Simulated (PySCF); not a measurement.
Ranking problems on computed properties.

Each SMILES stands for a single optimised conformer of the isolated species, non-relativistic unless stated; the electronic structure was computed with PySCF and density fitting.

The conformers computed, where there is a choice (atom-mapped SMILES and torsion angles):
- `[CH2:1]=[C:2]([F:3])/[CH:4]=[CH:5]/[CH:6]=[CH:7]\[F:8]`: C1–C2–C4–C5 180°, C4–C5–C6–C7 -179°
- `[CH2:1]=[CH:2]/[C:3]([F:4])=[C:5](/[F:6])[CH:7]=[CH2:8]`: C1–C2–C3–F4 1°, C3–C5–C7–C8 180°
- `[F:1]/[CH:2]=[C:3]1[CH:4]=[C:5]/1[CH2:6][CH2:7][F:8]`: C4–C5–C6–C7 -138°, C5–C6–C7–F8 66°
- `[F:1][P:2]([F:3])[PH:4][SiH3:5]`: F1–P2–P4–Si5 143°
- `[F:1]/[CH:2]=[C:3]1[CH:4]=[C:5]\1[CH2:6][CH2:7][F:8]`: C4–C5–C6–C7 7°, C5–C6–C7–F8 -59°
- `[CH3:1][CH2:2]/[CH:3]=[CH:4]/[C:5]([NH2:6])=[O:7]`: C1–C2–C3–C4 -120°, C3–C4–C5–N6 -179°, H–N6–C5–C4 0°, H–N6–C5–C4 180°

The conformers of `N#C[C@H]1CCOBO1` and `O=C1CCCCN1` aren't listed.

**Question.** Rank by electronic spatial extent ⟨r²⟩ about the centre of nuclear charge, lowest first (CAM-B3LYP/def2-SVPD at PBE0-D3(BJ)/def2-SVP geometries).
A. `C=C(F)/C=C/C=C\F`
B. `FP(F)P[SiH3]`
C. `C=C/C(F)=C(/F)C=C`
D. `F/C=C1C(CCF)=C\1`
E. `F[C@@H]1C=CC(F)=CC1`
F. `C[Si](C)(C)F`

**Answer.** F (598 bohr²), E (891 bohr²), B (916 bohr²), D (1045 bohr²), C (1110 bohr²), A (1421 bohr²).

**Question.** Give the two extremes of that set in Å².

**Answer.** `C[Si](C)(C)F`: 168 Å²; `C=C(F)/C=C/C=C\F`: 398 Å².

**Question.** Rank by lowest singlet excitation, lowest first (TDDFT CAM-B3LYP/def2-SVPD at PBE0-D3(BJ)/def2-SVP geometries).
A. `FP(P[SiH3])F`
B. `N#C[C@H]1CCOBO1`
C. `C[Si](C)(C)F`
D. `F/C=C1C=C\1CCF`

**Answer.** D (4.50 eV), A (4.97 eV), B (7.46 eV), C (8.21 eV).

**Question.** By how much do the two ends of that ranking differ?

**Answer.** By 3.71 eV, between `C[Si](C)(C)F` and `F/C=C1C=C\1CCF`.

**Question.** Rank by dipole moment, lowest first (CAM-B3LYP/def2-SVPD at PBE0-D3(BJ)/def2-SVP geometries).
A. `C=C/C(F)=C(/F)C=C`
B. `C1C(/C=1CCF)=C\F`
C. `C[Si](C)(C)F`
D. `F/C=C1C=C/1CCF`

**Answer.** C (2.08 D), A (2.60 D), D (3.48 D), B (4.11 D).

**Question.** By how much do the two ends of that ranking differ?

**Answer.** By 2.03 D, between `F/C=C1C=C\1CCF` and `C[Si](C)(C)F`.

**Question.** Rank by static isotropic polarisability, highest first (CAM-B3LYP/def2-SVPD at PBE0-D3(BJ)/def2-SVP geometries).
A. `C=C/C(F)=C(/F)C=C`
B. `C[Si](C)(C)F`
C. `CC/C=C/C(N)=O`
D. `FP(F)P[SiH3]`
E. `C(F)CC1=CC/1=C\F`
F. `FC1=CC[C@H](F)C=C1`
G. `N#C[C@H]1CCOBO1`

**Answer.** A (90.3 au), D (83.1 au), C (76.4 au), E (72.7 au), F (69.2 au), G (66.4 au), B (62.3 au).

**Question.** Give the two extremes of that set as polarisability volumes in Å³.

**Answer.** `C[Si](C)(C)F`: 9.23 Å³; `C=C/C(F)=C(/F)C=C`: 13.38 Å³.

**Question.** Rank by lowest triplet excitation (Tamm–Dancoff), highest first (TDA CAM-B3LYP/def2-SVPD at PBE0-D3(BJ)/def2-SVP geometries).
A. `O=C1CCCCN1`
B. `CC/C=C/C(N)=O`
C. `C[Si](C)(C)F`
D. `F/C=C1C=C\1CCF`
E. `FC1=CC[C@H](F)C=C1`
F. `C=C/C(F)=C(/F)C=C`

**Answer.** C (8.01 eV), A (5.17 eV), B (3.88 eV), D (3.40 eV), E (2.87 eV), F (2.48 eV).

**Question.** Rank by smallest rotational constant, lowest first (PBE0-D3(BJ)/def2-SVP).
A. `F/C=C1C=C\1CCF`
B. `C[Si](C)(C)F`
C. `FCCC1=CC/1=C/F`
D. `[SiH3]PP(F)F`
E. `C1C=C(F)C=C[C@H]1F`
F. `C=C/C(F)=C(/F)C=C`

**Answer.** A (0.739 GHz), F (0.994 GHz), C (1.106 GHz), D (1.243 GHz), E (1.325 GHz), B (3.109 GHz).
